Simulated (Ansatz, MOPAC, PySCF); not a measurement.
Species: HSO (charge 0, doublet). SMILES: [O]S
Geometry: optimised at B3LYP-D3(BJ)/def2-TZVP (Ansatz, a quantum-chemistry and plane-wave program).

Wanted: vertical electron affinity to the singlet, in eV. Terms: UHF or UKS for open shells; dispersion terms only where a functional's name holds one; each state is the SCF solution reached for its charge and spin; valence correlation only; 6-31G* and kin with 6d, 5d where marked; spin-orbit terms left out; non-relativistic. CBS(X,Y): correlation extrapolated as X^-3; Hartree-Fock from the larger set. Ab initio and DFT rows: single points at B3LYP-D3(BJ) geometries (Ansatz). Semi-empirical rows: differences of heats of formation at the shared geometry for vertical values. Anions need diffuse functions, which STO-3G, LANL2DZ, def2-SVP, cc-pVDZ and Pople sets without + lack.

| species | coefficient | E at B3LYP/6-31G* (Ansatz), Eh | E at M06-2X/def2-TZVPD (PySCF), Eh | heat of formation at PM3 (MOPAC), kcal/mol |
|---|---|---|---|---|
| charge -1, singlet | -1 | -473.94904 | -474.00099 | -42.50 |
| charge 0, doublet | +1 | -473.94388 | -473.95730 | -19.01 |

Coupled cluster (Ansatz) is a level with limits of its own, used here on species with T1 under 0.025 (0.045 for open shells) and stable references: CCSD(T)/CBS(aug-cc-pV(T+d)Z,aug-cc-pV(Q+d)Z). Value to compare with, CCSD(T)/CBS(aug-cc-pV(T+d)Z,aug-cc-pV(Q+d)Z) (Ansatz): 1.22 eV. 1 Eh = 27.2114 eV and 1 eV = 23.0605 kcal/mol.

Q: Work the quantity out at each level, and compare with CCSD(T)/CBS(aug-cc-pV(T+d)Z,aug-cc-pV(Q+d)Z) (Ansatz).

A: 
- B3LYP/6-31G*: the sum of coefficient times E is 0.00516 Eh, or 0.140 eV. Result: 0.14 eV. Its difference against CCSD(T)/CBS(aug-cc-pV(T+d)Z,aug-cc-pV(Q+d)Z) (Ansatz) is -1.08 eV.
- M06-2X/def2-TZVPD: the sum of coefficient times E is 0.04369 Eh, or 1.189 eV. Result: 1.19 eV. Its difference against CCSD(T)/CBS(aug-cc-pV(T+d)Z,aug-cc-pV(Q+d)Z) (Ansatz) is -0.03 eV.
- PM3: the sum of coefficient times heat of formation is 23.49 kcal/mol, or 1.02 eV. Its difference against CCSD(T)/CBS(aug-cc-pV(T+d)Z,aug-cc-pV(Q+d)Z) (Ansatz) is -0.20 eV.
